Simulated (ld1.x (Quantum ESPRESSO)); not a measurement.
# scandium: PAW pseudisation with PBE, scalar-relativistic reference atom.

* Element: Sc
* Generator: ld1.x (Quantum ESPRESSO) 7.5
* Type: PAW
* Functional: PBE
* Relativity: scalar-relativistic
* Frozen core: [Ne] 3s2
* Valence charge: 9
* Reference configuration: 3p6 3d1 4s2 4p0
* Partial waves: 4s (bound): rcut 2.65, rcutus 3.40 bohr; 4s channel at 1.85 Ry: rcut 2.65, rcutus 3.40 bohr; 3p (bound): rcut 1.70, rcutus 2.00 bohr; 4p (bound, empty): rcut 1.70, rcutus 2.00 bohr; 3d (bound): rcut 1.25, rcutus 1.45 bohr; 3d channel at 0.25 Ry: rcut 1.25, rcutus 1.45 bohr
* Local potential: all-electron potential smoothed inside 1.20 bohr (lloc = -1)
* Core correction: a·sin(br)/r model core, default radius (core density twice the valence density)
* Augmentation charge: GAUSS, radius 0.90 bohr

All-electron outer shells of the reference configuration (PBE, scalar-relativistic, ld1.x):

```json
{"shell": "2p", "level (eV)": "-388.26", "outermost node (bohr)": "–", "outermost maximum (bohr)": "0.23"}
{"shell": "3s", "level (eV)": "-55.04", "outermost node (bohr)": "0.42", "outermost maximum (bohr)": "0.92"}
{"shell": "3p", "level (eV)": "-33.63", "outermost node (bohr)": "0.39", "outermost maximum (bohr)": "0.97"}
{"shell": "4s", "level (eV)": "-4.18", "outermost node (bohr)": "1.33", "outermost maximum (bohr)": "3.14"}
{"shell": "3d", "level (eV)": "-3.23", "outermost node (bohr)": "–", "outermost maximum (bohr)": "1.10"}
{"shell": "4p", "level (eV)": "-1.47", "outermost node (bohr)": "1.49", "outermost maximum (bohr)": "4.03"}
```

Does the generator finish with these settings?

Yes, a potential is produced and its reference levels are reproduced.

Is the overlap operator S = 1 + Σ q|β⟩⟨β| positive definite (Bessel basis up to 400 Ry)?

No: its lowest eigenvalue is -0.855, in the p channel, so the generalised eigenproblem breaks down once the basis is large enough.

Its largest configuration-test error is +165 meV (3p6 3d1 4s0 4p0). Test run stopped at test 3 of 7 (negative rho).

The ghost test of this file was not conclusive. Its overlap operator is not positive definite in a basis up to 400 Ry (lowest eigenvalue s -0.34, p -0.86), so the file is unfit for use: the generalised eigenproblem breaks down once the basis is large enough, and its test numbers describe a broken file.
